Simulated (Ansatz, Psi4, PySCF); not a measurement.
silane (H4Si), singlet, geometry from GFN2-xTB. Base run: CCSD(T)/aug-cc-pVDZ (PySCF).

PySCF was given this input:
```python
from pyscf import gto, scf, cc

mol = gto.M(
    atom='''
Si   -0.00000000    0.00000000   -0.00000000
H     0.85687118    0.83207387    0.84090169
H    -0.85685565   -0.82713035    0.84578045
H    -0.82961346    0.85438800   -0.84584481
H     0.82959793   -0.85933152   -0.84083733
''',
    basis='aug-cc-pvdz',
    verbose=4,
)

mf = scf.RHF(mol)
mf.kernel()

mycc = cc.CCSD(mf)
mycc.kernel()
et = mycc.ccsd_t()
print('E(CCSD(T)) = %.10f' % (mycc.e_tot + et))
```

The same geometry, method and basis name were run in Ansatz (a program for electronic structure) and Psi4 and PySCF, at each program's defaults and at the settings that a row names. The base is PySCF at its defaults. Differences at the defaults can come from grids, fitting, cores and function types together.

| code and settings | ΔE vs base (mEh) | basis functions | E (Eh) | SCF cycles |
|---|---|---|---|---|
| PySCF, defaults (exact integrals, spherical functions, all electrons correlated) | 0.000 | 63 | -291.40807 | 7 |
| Psi4, defaults (exact integrals, spherical functions, all electrons correlated) | 0.000 | 63 | -291.40807 | 8 |
| Ansatz, defaults (factorised integrals, spherical functions, frozen core) | 9.779 | 63 | -291.39829 | - |
| PySCF, frozen core | 9.778 | 63 | -291.39829 | 7 |
| Psi4, exact integrals, spherical functions, frozen core | 9.778 | 63 | -291.39829 | 8 |
| Ansatz, high accuracy, frozen core | 9.778 | 63 | -291.39829 | - |
